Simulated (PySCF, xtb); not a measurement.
CH₅AlBrN, SMILES [CH3][Al]([NH2])[Br]. One conformer was computed; it need not be the lowest.

Harmonic wavenumbers (cm⁻¹) from GFN2-xTB (xtb) at its own minimum, in rising order: 67, 113, 128, 199, 235, 383, 456, 473, 580, 589, 655, 827, 1295, 1438, 1451, 1479, 2924, 2935, 2947, 3394, 3437.

**Question.** What does PySCF with PBE-D3(BJ)/def2-SVP give at its own minimum? (Estimate from the structure and the level; the computed values follow.)

**Answer.** 64, 136, 161, 181, 360, 363, 405, 585, 625, 647, 716, 834, 1166, 1373, 1378, 1470, 2972, 3068, 3076, 3501, 3594. Paired by order, the mean absolute difference is 67 cm⁻¹ and the zero-point energies are 37.2 and 38.1 kcal/mol.
